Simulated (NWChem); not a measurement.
## CHClFNSi (SMILES FC1=N[SiH]1Cl): name the method

CHClFNSi has 6 atoms, charge 0, and is taken as a singlet. SMILES: `FC1=N[SiH]1Cl`. The coordinates come from a PBE0-D4/def2-TZVP relaxation.

```
atom    x (Å)    y (Å)    z (Å)
   F   0.1583  -2.2813  -0.6387
   C   0.2166  -1.0437  -0.2121
   N   1.2403  -0.3917   0.1610
  Si  -0.2339   0.5932   0.2348
  Cl  -0.5257   2.0702  -1.1165
   H  -0.8136   0.9894   1.5254
```

A calculation with NWChem 7.3.0 gave:

```
total energy  : -940.7186 Eh
dipole moment : 2.73 D
HOMO energy   : -10.91 eV
LUMO energy   : 2.59 eV
HOMO–LUMO gap : 13.50 eV
largest force : 1.356 eV/Å
```

Q: Which of these levels gave the numbers?
A. HF/3-21G
B. PBE/6-31G* (spherical functions)
C. PBE0/6-31G* (spherical functions)
D. HF/6-31G* (spherical functions)

A: D. The others give -942.4693 Eh (PBE0/6-31G* (spherical functions)), -942.4036 Eh (PBE/6-31G* (spherical functions)), -935.9165 Eh (HF/3-21G).
